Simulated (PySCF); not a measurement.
# How methods differ on the excitation energy of Nb

Nb [Kr] 4d4 5s1 (6D) → Nb [Kr] 4d3 5s1 5p1 (high-spin determinant), as a difference of total energies. All numbers are calculated (PySCF 2.14, the spin-free X2C one-electron Hamiltonian (Gaussian nucleus), in aug-cc-pVTZ-DK). Correlated levels: valence: [Kr] frozen. The calculations carry no spin-orbit coupling.

```csv
method,excitation energy (eV)
UHF,1.496
MP2 (valence),2.004
SCS-MP2 (valence),1.665
CCSD (valence),2.000
CCSD(T) (valence),2.015
```

Problem. How much does correlation contribute at CCSD(T) (valence)?

Solution. 2.015 − (1.496) = 0.519 eV, measured against UHF.

A first-order spin-orbit estimate (lowest level to lowest level, LS coupling) adds -0.096 eV.

The determinant of the upper state mixes LS terms, which raises its energy above the lowest term, most at the Hartree-Fock and MP2 levels.
